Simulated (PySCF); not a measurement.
Excitation energy of Ca by level of theory

Ca [Ar] 4s2 (1S) → Ca [Ar] 4p2 (3P), as a difference of total energies. Calculation: PySCF 2.14, in x2c-TZVPPall (6s5p3d, 36 functions); scalar relativity by spin-free X2C-1e. Correlated levels: valence and next inner shell: [Ne] frozen. The calculations carry no spin-orbit coupling.

```tsv
method	excitation energy (cm⁻¹)
UHF	33762
MP2 (valence and next inner shell)	39576
SCS-MP2 (valence and next inner shell)	40376
CCSD (valence and next inner shell)	39181
CCSD(T) (valence and next inner shell)	39439
```

Errors of the correlated levels include the incompleteness of this basis and the frozen core.

The basis was made for the ground configuration and has no added diffuse functions, so the excitation energy can come out too high.

The coupled-cluster amplitudes are large for the upper state (T1 above 0.03 or a double amplitude above 0.15), so a single reference is strained.

Q: Which method comes closest to the reference value, and which is furthest?

A: The reference is 38508 cm⁻¹ (measured; NIST levels, between the centres of gravity of the two terms). Closest: CCSD (valence and next inner shell) (error 673.45 cm⁻¹); furthest: UHF (error -4746.0 cm⁻¹).
